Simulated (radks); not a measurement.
The numbers below are computed, except where a source is named.
Spherical quantum dot in the effective-mass picture: electrons in a well V = -V0 / (1 + exp((r - R)/a)) with V0 = 11.5, R = 3.96, a = 0.38, all in effective atomic units (hartree* = m*/eps^2 hartree, bohr* = eps/m* bohr), one dielectric constant everywhere. Level of theory: non-relativistic Kohn-Sham, r2SCAN, spin-polarised, spherical densities, generalised Kohn-Sham scheme (a radial shooting solver with Libxc functionals). Levels are named by radial order and angular momentum (1s, 1p, 1d, 2s, ...), and open shells are averaged over m. Results are scaled to m* = 0.074 and eps = 16.4, for which hartree* = 7.487 meV and bohr* = 11.73 nm.

N = 7, configuration 1s2 1p(up 3, down 2). This is the lowest configuration that the search found. Occupied and some empty levels:

| level | occupation | eigenvalue (meV) | <r> (nm) |
|---|---|---|---|
| 1s up | 1 | -63.498 | 24.11 |
| 1s down | 1 | -63.283 | 24.01 |
| 1p up | 3 | -61.127 | 26.81 |
| 1p down | 2 | -60.861 | 26.80 |
| 1d up | 0 | -57.686 | 28.84 |
| 1d down | 0 | -57.378 | 28.87 |
| 2s up | 0 | -54.318 | 21.90 |
| 2s down | 0 | -54.122 | 21.90 |
| 1f up | 0 | -53.392 | 30.47 |
| 1f down | 0 | -53.044 | 30.51 |

Energy (meV): total -500.399, kinetic 28.531, external -585.81, Hartree 74.501, exchange-correlation -17.627.

Electron density:

| r (nm) | n(r) (e/nm^3) |
|---|---|
| 3.79 | 0.00001903 |
| 7.86 | 0.00002564 |
| 11.9 | 0.00003541 |
| 16.0 | 0.00004518 |
| 20.1 | 0.00005100 |
| 24.1 | 0.00004904 |
| 28.2 | 0.00003799 |
| 32.3 | 0.00002215 |
| 36.3 | 8.914e-06 |
| 40.4 | 2.250e-06 |
| 44.5 | 3.333e-07 |
| 48.5 | 2.999e-08 |
| 52.6 | 1.845e-09 |
